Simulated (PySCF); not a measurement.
# Electron correlation in Al- (aluminium, charge -1)

[Ne] 3s2 3p2, high-spin 3P determinant. All numbers are calculated (PySCF 2.14, the non-relativistic Hamiltonian (point nucleus), in aug-cc-pV(D+d)Z). Frozen: [Ne]; 4 electrons correlated.

MP2 pair energies summed by pair of shells (mhartree):

| pair | energy | share (%) |
| --- | --- | --- |
| 3s-3p | -22.32 | 53.0 |
| 3s-3s | -15.33 | 36.4 |
| 3p-3p | -4.51 | 10.7 |

Total MP2 correlation energy: -42.16 mhartree.

Same-spin part -8.68 and opposite-spin part -33.47 mhartree; SCS-MP2 scales them by 1/3 and 6/5 to -43.06 mhartree.
